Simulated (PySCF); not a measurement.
Numbering as in the mapped SMILES `[CH3:1][O:2][Si:3]([CH3:4])([CH3:5])[O:6][CH3:7]`; H(Xn) means a hydrogen on atom n.

Gas phase, fast rotation and ring inversion assumed for equivalent nuclei, non-relativistic, a single conformation. PBE0-D3(BJ)/def2-TZVP geometry; NMR shieldings at B97-2/pcSseg-2/GIAO; PySCF 2.14.0 with density-fitted response routines.

References, each an isolated molecule treated in the same way: ¹³C (σref 185.38), ¹H (σref 31.64), ²⁹Si (σref 348.46) against TMS; ¹⁷O (σref 327.66) against H2O.

| atoms | nucleus | count | δ (ppm) |
| --- | --- | --- | --- |
| C4/C5 | ¹³C | 2 | -4.9 |
| O2/O6 | ¹⁷O | 2 | ? |
| H(C1)/H(C7) | ¹H | 6 | ? |
| H(C4)/H(C5) | ¹H | 6 | 0.04 |
| Si3 | ²⁹Si | 1 | -1.7 |
| C1/C7 | ¹³C | 2 | 53.0 |

Task: Fill in the missing shifts.

Result: 
- H(C1)/H(C7): 3.55 ppm, hydrogen on a methyl carbon bonded to O; its carbon carries O, which withdraws density
- O2/O6: 26.8 ppm, oxygen bonded to C, Si

Shifts are as computed. Against solution values, carbons near 30 ppm lie about +3 ppm off and those near 130 ppm about +7 ppm. Of 1309 compounds with measured shifts, 239 miss one by over three times the rms of a fit or turn the order of signals round; such compounds aren't used in these exercises. Experimental scales use liquid or dissolved standards, which lie at an offset from isolated H2O (liquid H2O: subtract about 36 ppm).
